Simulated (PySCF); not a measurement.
LDA on Se (selenium, neutral), [Ar] 3d10 4s1 4p4 4d1, one real determinant (an excited configuration). All numbers are calculated (PySCF 2.14, scalar relativity through the core potential, in aug-cc-pVDZ-PP with ECP10MDF (5s4p3d, 32 functions)).

```
cycle= 1 E= -371.805413186866  delta_E= -0.0132  |g|= 0.0541  |ddm|= 0.417
cycle= 2 E= -371.805956138244  delta_E= -0.000543  |g|= 0.0192  |ddm|= 0.0527
cycle= 3 E= -371.806035083794  delta_E= -7.89e-05  |g|= 0.00222  |ddm|= 0.0299
cycle= 4 E= -371.80603851003  delta_E= -3.43e-06  |g|= 0.000115  |ddm|= 0.00973
cycle= 5 E= -371.806038521323  delta_E= -1.13e-08  |g|= 7.1e-07  |ddm|= 0.000632
cycle= 6 E= -371.806038521323  delta_E= -2.84e-13  |g|= 2.66e-08  |ddm|= 3.04e-06
converged SCF energy = -371.806038521323  <S^2> = 6.002275  2S+1 = 5.0009099
```

Highest occupied orbital energy: 2.167 eV; ⟨L²⟩ = 8.00; populations by l: s 3.00, p 10.00, d 11.00.

**Question.** Can this result be used?

**Answer.** Not for this state. Self-consistency was reached. ⟨L²⟩ = 8.00 against 12 for a pure F term, so this real determinant mixes terms. Energies and moments cover only the electrons outside the core potential. The outer electron is Rydberg-like, and this basis confines it to a smaller radius and binds it less than a complete one would. At LDA the highest occupied level has a positive energy, so only the finite basis holds that electron; for this excited configuration the basis is too tight for the outer shell.
